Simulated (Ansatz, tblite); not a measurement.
Cost and result up the ladder for the cluster TlH2 (the lowest doublet isomer of a short search) (3 atoms). Total charge 0; doublet. Geometry: r2SCAN-D4/def2-TZVP.

Cartesian coordinates in Å:
```
Tl 0.409 -0.375 0.062
H 0.764 1.099 -0.911
H -1.173 -0.724 0.849
```

Ansatz on 4 threads of Intel Xeon on a shared host; xTB runs through tblite on one thread. Times are rough, summed over both states, and most runs start from the orbitals of an earlier one. CCSD(T)/def2-TZVPP serves as the yardstick here, not as an exact answer. The other state is a quartet at its own geometry.

In the def2 sets Tl takes a core potential; there is no spin–orbit coupling. The xTB rows come from tblite. HSE06 is defined as in plane-wave codes, on full-range PBE exchange. Correlated methods freeze 4 core orbitals; core or outer-core shells of Tl are correlated, in sets that lack core-valence functions. The structure comes from a short search, and lower isomers may exist.

xTB has no spin-polarisation term.

```json
{"level": "GFN1-xTB", "functions": "8", "wall time": "0.002 s", "quartet − doublet (eV)": "6.25", "difference from CCSD(T)/def2-TZVPP (eV)": "3.03"}
{"level": "GFN2-xTB", "functions": "6", "wall time": "0.002 s", "quartet − doublet (eV)": "6.76", "difference from CCSD(T)/def2-TZVPP (eV)": "3.53"}
{"level": "MP2/def2-TZVP", "functions": "62", "wall time": "0.7 s", "quartet − doublet (eV)": "2.94", "difference from CCSD(T)/def2-TZVPP (eV)": "-0.28"}
{"level": "BLYP-D4/def2-TZVP", "functions": "62", "wall time": "0.8 s", "quartet − doublet (eV)": "3.32", "difference from CCSD(T)/def2-TZVPP (eV)": "0.10"}
{"level": "PBE-D4/def2-TZVP (with forces)", "functions": "62", "wall time": "0.85 s", "quartet − doublet (eV)": "3.23", "difference from CCSD(T)/def2-TZVPP (eV)": "0.00"}
{"level": "HSE06-D4/def2-TZVP", "functions": "62", "wall time": "1 s", "quartet − doublet (eV)": "3.19", "difference from CCSD(T)/def2-TZVPP (eV)": "-0.04"}
{"level": "PBE0-D4/def2-TZVP", "functions": "62", "wall time": "1.2 s", "quartet − doublet (eV)": "3.19", "difference from CCSD(T)/def2-TZVPP (eV)": "-0.03"}
{"level": "RPA@PBE/def2-TZVP", "functions": "62", "wall time": "1.2 s", "quartet − doublet (eV)": "3.25", "difference from CCSD(T)/def2-TZVPP (eV)": "0.03"}
{"level": "r2SCAN-D4/def2-TZVP", "functions": "62", "wall time": "1.5 s", "quartet − doublet (eV)": "3.07", "difference from CCSD(T)/def2-TZVPP (eV)": "-0.16"}
{"level": "r2SCAN0-D4/def2-TZVP", "functions": "62", "wall time": "1.5 s", "quartet − doublet (eV)": "3.03", "difference from CCSD(T)/def2-TZVPP (eV)": "-0.19"}
{"level": "B97M-V/def2-TZVP", "functions": "62", "wall time": "2.2 s", "quartet − doublet (eV)": "3.59", "difference from CCSD(T)/def2-TZVPP (eV)": "0.36"}
{"level": "ωB97M-V/def2-TZVP", "functions": "62", "wall time": "2.4 s", "quartet − doublet (eV)": "3.46", "difference from CCSD(T)/def2-TZVPP (eV)": "0.24"}
{"level": "CCSD(T)/def2-TZVPP", "functions": "78", "wall time": "2.8 s", "quartet − doublet (eV)": "3.23", "difference from CCSD(T)/def2-TZVPP (eV)": "0.00"}
```
